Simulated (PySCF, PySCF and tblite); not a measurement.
A run on one conformer of C₆H₂F₂O, numbered as in [CH:1]#[C:2][C@:3]1([F:4])[CH:5]=[C:6]([F:7])[C:8]1=[O:9], from an ensemble study. The sound level was PBE0/pcSseg-1 (IEF-PCM, cyclohexane) on GFN2-xTB geometries.

Input:

```
{"job": {"xc": "SCAN", "basis": "pcSseg-1", "solvent": "cyclohexane", "kind": "nmr", "pop": false}, "charge": 0, "multiplicity": 1}
C     -1.900111     1.734666    -0.379135
C     -1.225200     0.751072    -0.274858
C     -0.419951    -0.440966    -0.180472
F     -1.134983    -1.557529    -0.559483
C      0.369559    -0.632259     1.107440
C      1.559414    -0.527500     0.497863
F      2.800818    -0.537593     0.951488
C      1.003780    -0.356303    -0.862853
O      1.395470    -0.234147    -1.975956
H     -2.485684     2.601315    -0.464869
H      0.042312    -0.798085     2.114873
```

Command: OMP_NUM_THREADS=1 python ens_run.py task.json out

Output:

```
NotImplementedError: meta-GGA GIAO
```

Q: What is wrong with this calculation?

A: The setting at fault: functional unknown or not served for shieldings. GIAO shieldings aren't available for SCAN here. The program refused the input.
